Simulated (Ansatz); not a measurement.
Consider the substitution at a C–Si bond: `N=C(N)[SiH3]` + H₂Te → `N=C(N)[TeH]` + SiH₄.

Isolated molecules relaxed with PBE0-D4/def2-TZVP in Ansatz; ΔE leaves out vibrations. CCSD(T)/CBS adds triple-zeta CCSD(T) − MP2 to the extrapolated MP2 energy (def2 sets, frozen cores). This one scheme is used for every species. Functionals use def2-TZVPP. HSE06 is defined as in plane-wave codes. Elements past krypton have def2 core potentials. For Te outer-core shells are correlated without core-valence functions, which leaves a few kJ/mol of doubt a bond. Each species was taken in one conformer, which may not be the lowest.

```json
{"species": "`N=C(N)[SiH3]`", "HSE06-D4 energy (Eh)": "-440.45533"}
{"species": "H₂Te", "HSE06-D4 energy (Eh)": "-269.21756"}
{"species": "`N=C(N)[TeH]`", "HSE06-D4 energy (Eh)": "-417.92118"}
{"species": "SiH₄", "HSE06-D4 energy (Eh)": "-291.75035"}
```

Question: Work out ΔE.

Answer: ΔE = (-417.92118) + (-291.75035) − (-440.45533) − (-269.21756) = 0.00136 Eh = +3.6 kJ/mol. CCSD(T)/CBS gives +2.6 kJ/mol.

Largest T1 diagnostic among the species: 0.014.

From r2SCAN to r2SCAN0 (25 % exact exchange), in def2-TZVPP and without D4, ΔE moves by +5.8 kJ/mol. At CCSD(T), def2-SVP lies +5.8 kJ/mol from the extrapolated value and def2-TZVPP +1.8 kJ/mol.
